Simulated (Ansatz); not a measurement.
Two shapes of singlet ScF₃.

Shape 1:

```xyz
4

Sc   -0.0411    0.0284    0.0023
F     1.7847    0.0285   -0.0169
F    -0.9022    1.6266   -0.0077
F    -0.9060   -1.5912   -0.0480
```

Shape 2:

```xyz
4

Sc    0.0000    0.0000    0.0000
F     1.6764    0.0000    0.0000
F    -0.8382    1.4518    0.0000
F    -0.8382   -1.4518    0.0000
```

Basis set: 6-31G* (spherical functions). Correlated methods keep 8 orbitals frozen. Charge 0, multiplicity 1.

Computed with Ansatz (development build ahead of 0.2.0); each method stands on the lowest determinant of its kind that the runs found.

Problem. Which shape is lower in energy, and by how much in each method?

Solution.

```csv
method,E(2) − E(1) (eV)
RHF,1.512
RHF-MP2,1.402
```

Shape 1 is lower. Caution: no unrestricted run beside it, a lower state can exist.
